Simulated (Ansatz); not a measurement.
Species: C₂H₅Al, charge 0, singlet. C2H5Al (SMILES [CH](=C)[AlH2]).
B3LYP-D3(BJ)/def2-TZVP minimum from Ansatz (an electronic-structure program):
```
C
C 1 1.3384
H 2 1.0867 1 121.78
H 2 1.0874 3 115.19 1 180.00
H 1 1.0892 2 116.53 3 180.00
Al 1 1.9403 5 122.73 2 -180.00
H 6 1.5816 1 121.57 5 0.00
H 6 1.5822 7 121.13 1 180.00
```

Quantity: atomisation energy (electronic, to ground-state atoms), in kcal/mol. Radicals and triplets start from unrestricted determinants; spin-orbit coupling is neglected. CBS(X,Y): correlation extrapolated as X^-3, Hartree-Fock from the larger set. A bracket is a step between two methods taken in the basis named. The functionals are non-relativistic, so their misses hold any scalar relativity. Double hybrids freeze cores in their MP2 part. '+ core + X2C': CCSD(T) terms for core correlation (cc-pwCVTZ, 1s frozen past Ne) and scalar relativity (cc-pVTZ-DK). Where a partner has so few electrons that a lower coupled-cluster level is exact, that level stands in.

CCSD(T)/CBS(cc-pV(T+d)Z,cc-pV(Q+d)Z) + [CCSDT(Q) - CCSD(T)]/cc-pV(D+d)Z + core + X2C (Ansatz) gives 666.3 kcal/mol.

Task: What does PBE/def2-TZVPD (Ansatz) give here, and how do the other levels compare?

Result: PBE gives 667.8 kcal/mol, 1.5 kcal/mol above it. Differences of the others: r2SCAN/def2-TZVPD (Ansatz) -1.5; B3LYP/def2-TZVPD (Ansatz) -5.2; PBE0/def2-TZVPD (Ansatz) -5.3; B2PLYP/def2-TZVPD (Ansatz) -9.5; CCSD(T)/CBS(cc-pV(T+d)Z,cc-pV(Q+d)Z) + core + X2C (Ansatz) -0.4 kcal/mol. Nearer than PBE: CCSD(T)/CBS(cc-pV(T+d)Z,cc-pV(Q+d)Z) + core + X2C.
